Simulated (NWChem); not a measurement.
Species: C2HF2I; SMILES F/C=C(\F)I

```xyz
6

F     -0.5321     3.1406     0.0000
C     -0.7595     1.8359     0.0000
C      0.2437     0.9566     0.0000
F      1.5068     1.3323     0.0000
I     -0.0730    -1.1048     0.0000
H     -1.8105     1.5434     0.0000
```
Atoms are numbered in this order, from 1.

Coordinates come from a PBE0/def2-SVP optimisation. Not confirmed as a minimum by frequencies. def2 effective core potentials on I; no spin-orbit coupling.

Symmetry labels are those of Cs in the frame above (b1 and b2, or b-type labels, depend on it).

### Question
List the 4 lowest vertical singlet excitations from PBE/def2-SVPD with def2 effective core potentials on I, TDA (NWChem).

### Answer
```json
[
 {"state": "S1", "energy (eV)": "4.01", "oscillator strength": "0.000", "symmetry": "a\"", "leading excitation (squared amplitude)": "HOMO → LUMO (0.99)"},
 {"state": "S2", "energy (eV)": "5.14", "oscillator strength": "0.000", "symmetry": "a'", "leading excitation (squared amplitude)": "HOMO−1 → LUMO (0.98)"},
 {"state": "S3", "energy (eV)": "5.65", "oscillator strength": "0.000", "symmetry": "a\"", "leading excitation (squared amplitude)": "HOMO−2 → LUMO (0.98)"},
 {"state": "S4", "energy (eV)": "5.74", "oscillator strength": "0.003", "symmetry": "a\"", "leading excitation (squared amplitude)": "HOMO → LUMO+2 (0.99)"}
]
```
